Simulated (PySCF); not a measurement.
Species: C5H5NSi.
Structure used (GFN2-xTB), in Å, numbered top down from 1:
```xyz
12
C5H5NSi angstrom
N      3.387    0.602   -0.682
C      2.272    0.473   -0.428
C      0.928    0.258   -0.147
C      0.119    1.146    0.469
C     -1.253    0.727    0.668
C     -1.572   -0.496    0.218
Si    -0.062   -1.316   -0.563
H      0.448    2.120    0.805
H     -1.948    1.396    1.155
H     -2.565   -0.902    0.316
H      0.427   -2.481    0.168
H     -0.179   -1.526   -2.004
```

NICS is the negative of the GIAO shielding at a point without a nucleus: at the ring centre (0) and 1 Å above and below it (1); zz is the component along the ring normal. Level: GIAO PBE0/pcSseg-1 (PySCF, non-relativistic, gas phase) on the GFN2-xTB geometry, one conformer.

Ring bond lengths (Å), with Mayer bond orders in brackets: C3–C4 1.351 (1.73), C4–C5 1.448 (1.11), C5–C6 1.342 (1.81), C6–Si7 1.888 (0.89), Si7–C3 1.905 (0.79).

Task: What do the NICS probes read (ppm)?

Result: 
| ring | type | NICS(0) | NICS(1), two faces | NICS(1)zz, two faces | rms pucker (Å) | centre to ring atoms, mean (Å) |
| --- | --- | --- | --- | --- | --- | --- |
| C3–C4–C5–C6–Si7 | 5-membered ring with Si; formal bonds 2 double, 3 single | 0.4 | -2.2 / -2.2 | 0.5 / 0.5 | 0.00 | 1.34 |

Task: What can be read from them?

Result: 
- C3–C4–C5–C6–Si7: mean NICS(1)zz 0.5 ppm, near zero. Si7 has four or more neighbours, so the value isn't read as a sign of a π ring current.

Task: At the second NICS(1) probe listed for ring C3–C4–C5–C6–Si7, 1 Å off the ring, how large is the induced field along the normal in 1 T applied along it?

Result: NICSzz × B0 = 0.5 ppm × 1 T = 0 μT.

Task: List the ring angles and the Hirshfeld charges of the ring atoms.

Result: 
- C3–C4–C5–C6–Si7: C3 109.4° (-0.083 e), C4 116.1° (-0.009 e), C5 116.3° (-0.035 e), C6 110.1° (-0.128 e), Si7 88.1° (+0.363 e); sum 540.0° against 540° for a flat convex ring.

Task: What are the shieldings of the ring atoms and their hydrogens in the same run (means over atoms taken as equivalent)?

Result: 
```tsv
atoms	environment	σ isotropic (ppm)	principal values of the symmetric part, first atom (ppm)
C3	fully substituted alkene carbon	68.8	-30.3, 68.8, 168.0
C4	alkene CH carbon	19.1	-104.8, 23.4, 138.8
C5	alkene CH carbon	30.7	-85.2, 34.1, 143.1
C6	alkene CH carbon	45.0	-61.0, 27.4, 168.5
Si7	SiH2 silicon	386.0	328.9, 386.7, 442.3
H8	vinylic hydrogen	24.04	20.3, 23.5, 28.4
H9	vinylic hydrogen	24.28	22.3, 23.3, 27.3
H10	vinylic hydrogen	25.18	24.3, 24.9, 26.4
H11 (×2)	Si–H hydrogen	26.97	23.7, 25.1, 32.2
```
